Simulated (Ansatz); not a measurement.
The lowest singlet and triplet of C2HN (SMILES [CH]C#N); geometries from B3LYP-D3(BJ)/def2-TZVP, each state relaxed from the structure named, with no frequency check, low spin by broken symmetry.
Singlet at the triplet's geometry (charge 0, multiplicity 1):
```xyz
4

C     -1.17131    -0.05933     0.30242
C      0.08255     0.00698    -0.01514
N      1.22504     0.03525    -0.37543
H     -2.04273     0.06735     0.90433
```

A positive gap puts the triplet lower; no zero-point energy. R- takes a restricted singlet, here one determinant of a half-filled degenerate or near-degenerate pair, which mixes singlet states. The triplet is unrestricted in single-reference levels.

Frozen-core correlation.

Codes used: Ansatz (a program for electronic structure) with Gaussian orbitals. 

What is the computed gap E(singlet) − E(triplet), vertical, at the triplet's geometry (R-CCSD/cc-pVQZ)?

118 kJ/mol

Estimate the gap E(singlet) − E(triplet), vertical, at the triplet's geometry that R-CCSD(T)/cc-pVQZ returns for this input.

102 kJ/mol

What gap E(singlet) − E(triplet), vertical, at the triplet's geometry does R-r2SCAN/def2-TZVPP give?

137 kJ/mol

Doubts at one or more of the structures used: a restricted determinant that unrestricted orbitals would lower (R-r2SCAN/def2-TZVPP, R-CCSD/cc-pVQZ, R-CCSD(T)/cc-pVQZ); a spin-contaminated determinant (R-CCSD/cc-pVQZ, R-CCSD(T)/cc-pVQZ).
